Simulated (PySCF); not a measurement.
**Dipole response of Sr²⁺ (strontium, charge +2)**

[Kr], closed-shell 1S. All numbers are calculated (PySCF 2.14, the non-relativistic Hamiltonian (point nucleus), in dyall-av2z). Coupled (time-dependent) response in atomic units; α is the mean over directions. A double-zeta set is small for polarisabilities.

| method | mean α (bohr³) | C₆ (like pair) | S(−4) |
| --- | --- | --- | --- |
| TPSSh | 5.936 | 29.06 | 5.240 |
| BP86 | 5.987 | 29.18 | 5.425 |

S(−4) is the Cauchy moment in α(ω) = α(0) + S(−4) ω² + …

α(iu) at TPSSh:

```tsv
u (hartree)	α(iu) (bohr³)
0	5.936
0.0500	5.923
0.100	5.884
0.200	5.734
0.300	5.502
0.500	4.877
0.750	4.007
1.00	3.222
1.50	2.089
2.00	1.415
3.00	0.7499
5.00	0.3114
```

A single London oscillator, α(iu) = α/(1 + u²/ω²), gives C₆ = (3/4) ω α². Matching the computed C₆ needs ω = 4 × 29.06 / (3 × 5.936²) = 1.10 hartree.

For an ion, C₆ is the dispersion term alone; charge-induced terms of lower order in 1/R come first.

A non-relativistic calculation at this Z misses sizeable relativistic shifts.
